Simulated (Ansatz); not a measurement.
## Which is lower?

The two ends of one reaction step of CH5InS, singlet (PBE0-D4/def2-TZVP).

A:

In1  (-0.296, -0.147, -0.675)
S2  (1.937, 0.036, -1.538)
H3  (-1.503, -0.507, -1.842)
C4  (-0.424, 0.168, 1.438)
H5  (1.582, -0.218, -2.808)
H6  (0.130, -0.618, 1.953)
H7  (0.033, 1.126, 1.690)
H8  (-1.458, 0.160, 1.782)
(Å)

B:

| atom | x (Å) | y (Å) | z (Å) |
| --- | --- | --- | --- |
| In1 | -1.9101 | -0.4313 | -0.2165 |
| S2 | 0.8689 | -0.9701 | -1.7032 |
| H3 | 0.6261 | -0.4644 | -2.9223 |
| C4 | -0.4318 | 0.3158 | 1.3169 |
| H5 | 1.3723 | 0.1856 | -1.2425 |
| H6 | 0.3451 | -0.4237 | 1.5419 |
| H7 | 0.0667 | 1.2287 | 0.9683 |
| H8 | -0.9371 | 0.5593 | 2.2574 |

Computed with Ansatz 0.2.0 (basis: def2-TZVPP); correlated methods freeze the cores. Filled d shells of the heavier atoms are correlated. Core potentials replace the inner electrons of the atoms past krypton. The def2 sets are not built for correlating such inner shells, so the correlated values are less sure here. B3LYP uses VWN-RPA correlation.

Task: Which structure is lower at CCSD(T), and by how much? (Judge from chemistry; the value comes from the calculation.)

Result: Computed: A, by 0.777 eV (electronic energy, against the other). By their contacts, A is CH₅InS ([CH3][InH][SH]) and B is a complex of CH₃In ([CH3][In]) + H₂S.

All methods give the same order:

```
      method  E(B) − E(A) (eV)
       SPW92             0.869
      PBE-D4             0.655
     BLYP-D4             0.415
   r2SCAN-D4             0.840
      B97M-V             0.838
     PBE0-D4             0.781
    B3LYP-D4             0.544
  r2SCAN0-D4             0.876
    BHLYP-D4             0.679
CAM-B3LYP-D4             0.719
     wB97X-V             0.899
     wB97M-V             0.807
      B2PLYP             0.682
    PBE-QIDH             0.907
  RPA on PBE             0.678
          HF             0.817
         MP2             0.782
        CCSD             0.757
     CCSD(T)             0.777
```

No T1 diagnostic of these runs exceeds 0.015.

Labels in which every atom is bracketed show which atoms are joined, not bond orders.

For scale, one of the runs: CCSD(T)/def2-TZVPP, 193 basis functions, launched by `ansatz run in.yaml --threads 4 --pin off --events-out ev --progress --plain --max-ram 9574MiB`. Hardware: 4 CPU threads of an AMD EPYC 9R45, shared host. Wall time 13 s; peak host memory 2.3 GiB.
